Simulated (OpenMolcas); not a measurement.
Computed levels of 4d3 in ions with 39 electrons, in cm-1 above 4F 3/2.

```
Program             : OpenMolcas 26.06
Method              : CASSCF
Basis               : ANO-RCC-VQZP
Scalar Hamiltonian  : DKH2, point nucleus
Spin-orbit coupling : state interaction with AMFI integrals over the reference wave functions, term energies averaged over their components
```

Active space for each ion: 3 electrons in 5 orbitals (4d).

```tsv
Level	Nb2+	Tc4+	Ru5+	Rh6+	Pd7+
4F 5/2	499	1004	1342	1743	2234
4F 7/2	1153	2278	3013	3868	4893
4F 9/2	1930	3733	4881	6188	7724
4P 1/2	11336	14946	16620	18265	19946
4P 3/2	11442	15017	16618	18142	19641
4P 5/2	12129	16523	18712	20957	23357
2G 7/2	12147	16445	18497	20553	22711
2G 9/2	12693	17314	19498	21655	23882
2P 1/2	15814	21365	24031	26715	29550
```

**Question.** Estimate 4F 9/2, 4P 1/2, 4P 3/2 for Mo3+ from its neighbours Nb2+ and Tc4+.

**Answer.** 4F 9/2 is fine structure, which grows about as the fourth power of a screened charge, so the fourth roots are averaged: ((1930^0.25 + 3733^0.25) / 2)^4 = 2721. The calculation gives 2786, so the estimate is off by -2.3 %; the measured value is 2865 (Sugar and Musgrove, J. Phys. Chem. Ref. Data 17, 155 (1988)).
4P 1/2 is another term, which grows about linearly with the charge: (11336 + 14946) / 2 = 13141. The calculation gives 13220, so the estimate is off by -0.6 %; the measured value is 10338 (Sugar and Musgrove, J. Phys. Chem. Ref. Data 17, 155 (1988)).
4P 3/2 is another term, which grows about linearly with the charge: (11442 + 15017) / 2 = 13230. The calculation gives 13321, so the estimate is off by -0.7 %; the measured value is 10331 (Sugar and Musgrove, J. Phys. Chem. Ref. Data 17, 155 (1988)).

Mixed levels, with the weight of the term that names them: Rh6+ 2G 9/2 (70 %), Pd7+ 2G 9/2 (64 %).

Without dynamic correlation excited terms often stand tens of per cent too high (terms of higher spin than the ground term too low), and those without a measured partner can miss by more than the paired ones. Levels of configurations with an s electron are missing; early in the row they begin among the upper levels of the d shell and mix with terms of their name (holds for Nb2+). Measured partners are found by configuration, term and J. A level has none where our copy of the source lacks it or the pairing is in doubt (some pairs that miss far off the trend of their configuration count as doubtful), and it then counts in no deviation. Levels of configurations outside the active space are missing.
